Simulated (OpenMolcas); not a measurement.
**Mo4+: moving the ligands**

Mo4+ with 4 ligands (chloride) in tetrahedral coordination (Td) at 2.28 Å. Ligand basis ANO-RCC-VDZP.
```
Mo    0.0000    0.0000    0.0000
Cl    1.3164    1.3164    1.3164
Cl    1.3164   -1.3164   -1.3164
Cl   -1.3164    1.3164   -1.3164
Cl   -1.3164   -1.3164    1.3164
```

```yaml
Program: OpenMolcas 26.06
Method: "SS-CASPT2, IPEA 0.25 Eh, imaginary shift 0.1 Eh (closed shells correlated: 4s 4p and the ligand valence shells)"
Basis: ANO-RCC-VDZP [6s5p3d1f]
Scalar_Hamiltonian: DKH2, point nucleus
Active_space: 2 electrons in 5 orbitals (4d)
State_averaging: 2S+1 = 3 even, 10 roots; 2S+1 = 1 even, 15 roots
Spin-orbit_coupling: state interaction with AMFI integrals over the reference wave functions
```

Runs around this geometry, states (labels of Td). Energies in cm-1 above the lowest state or level, χT in cm3 K/mol.

| R (Å) | Ground state | First state of that spin | First gap with spin-orbit (degeneracies) | χT at 300 K | First state of another spin |
| --- | --- | --- | --- | --- | --- |
| 2.16 | 3A2 | 3T2 11480 | 5750 (3, 2) | 0.893 | 1E 5820 |
| 2.28 | 3A2 | 3T2 10310 | 6150 (3, 2) | 0.862 | 1E 6280 |
| 2.35 | 3A2 | 3T2 9830 | 6220 (3, 2) | 0.847 | 1E 6390 |

Taking the first state of the same spin as R^-n, n = -ln(9830 / 11480) / ln(2.35 / 2.16) = 1.8 between the shortest and longest distance.

Roots that are degenerate in the reference are averaged as groups; the widest CASPT2 spread within a group is 830 cm-1 (the 3-fold group of multiplicity 1 near 16100 cm-1 above the lowest state of its run, R = 2.28). Shifts and gaps below about the spread of the groups concerned are not significant. Over all roots computed the reference weight is 0.69 to 0.71 in R = 2.16, 0.69 to 0.71 in R = 2.28, 0.68 to 0.70 in R = 2.35; a low but even weight reflects the number of correlated electrons. Ligand-to-metal charge-transfer states are missing. With no ligand orbital active B as a rule stays too high, so bands that hang on it stand too high and its fall with covalency is understated. With one d shell and no ligand orbital active, 10Dq can be off by a tenth or more. The least metal-like active orbital is 65 % on the metal (Löwdin) and no ligand orbital is active, so the numbers are rough (holds for R = 2.16). These CASPT2 states fit no ligand-field parameters well, so their order and spin gaps are uncertain (holds for R = 2.16). The least metal-like active orbital is 70 % on the metal (Löwdin) and no ligand orbital is active, so the numbers are rough (holds for R = 2.28). The least metal-like active orbital is 72 % on the metal (Löwdin) and no ligand orbital is active, so the numbers are rough (holds for R = 2.35). No measured value stands beside these numbers; the geometry is a model, was not optimised and need not be the one that this ion takes.
